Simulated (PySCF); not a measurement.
## Assigning NMR signals

Bonds (- single, = double, # triple, : aromatic): O1-C2, C2-C3, C3=C4, C4-C5, C5-C6, C6=C7, C7-C8, C8-C9, C9=C10, C8-C3, C10-C5. O1 carries H11; C2 carries H12, H13; C4 carries H14; C5 carries H15; C6 carries H16; C7 carries H17; C8 carries H18; C9 carries H19; C10 carries H20. Stereochemistry as in OCC1=C[C@H]2C=C[C@@H]1C=C2.

[PySCF 2.14: geometry from GFN2-xTB; GIAO PBE0/pcSseg-1 shieldings; one averaged value for each set of equivalent atoms; no relativistic terms; a single conformation; isolated molecule]

Scale: 13C, 1H vs TMS (reference shieldings calculated alike).

Q: Assign these signals to the numbered atoms. 13C{1H} NMR (computed): δ 164.9 (C), 150.1 (CH), 150.1 (CH), 146.1 (CH), 68.3 (CH2), 55.8 (CH), 53.3 (CH).

A: 
| δ (ppm) | atoms | environment | reason |
| --- | --- | --- | --- |
| 164.9 | C3 | fully substituted alkene carbon | the olefinic region |
| 150.1 | C7/C9 | alkene CH | the olefinic region |
| 150.1 | C6/C10 | alkene CH | – |
| 146.1 | C4 | alkene CH | – |
| 68.3 | C2 | allylic sp3 CH2 bonded to O | pulled downfield by the heteroatom |
| 55.8 | C8 | allylic sp3 CH | – |
| 53.3 | C5 | allylic sp3 CH | aliphatic region, no heteroatom directly attached |

C7/C9 and C6/C10 lie closer than the usual error of such a calculation, so a measured spectrum could show them in the other order.

Q: Assign these signals to the numbered atoms. 1H NMR (400 MHz, computed): δ 7.19 (m, 2H), 7.11 (m, 2H), 6.80 (d, 1H), 4.98 (m, 1H), 4.66 (m, 1H), 4.51 (s, 2H), -0.08 (br s, 1H).

A: 
| δ (ppm) | atoms | environment | reason |
| --- | --- | --- | --- |
| 7.19 | H17/H19 | hydrogen on an alkene CH | olefinic region |
| 7.11 | H16/H20 | hydrogen on an alkene CH | – |
| 6.80 | H14 | hydrogen on an alkene CH | – |
| 4.98 | H18 | hydrogen on an allylic sp3 CH | – |
| 4.66 | H15 | hydrogen on an allylic sp3 CH | – |
| 4.51 | H12/H13 | hydrogen on an allylic sp3 CH2 bonded to O | its carbon carries O, which withdraws density |
| -0.08 | H11 | hydrogen on an alcohol oxygen | labile proton, position sensitive to the medium |

H17/H19 and H16/H20 lie closer than the usual error of such a calculation, so a measured spectrum could show them in the other order.

Exchangeable OH/NH protons stand at their gas-phase positions; hydrogen bonding in a real sample shifts them, mostly to higher δ. Shifts are as computed. Against solution values, carbons near 30 ppm lie about +3 ppm off and those near 130 ppm about +5 ppm. Of 1211 compounds with measured shifts, 218 miss one by over three times the rms of a fit or turn the order of signals round; such compounds aren't used in these exercises. No couplings were computed; multiplicities are counted from neighbouring protons, with m where these are inequivalent, close in shift, in a saturated or five-membered ring or joined by F or P, and br s for small geminal =CH2 splittings.
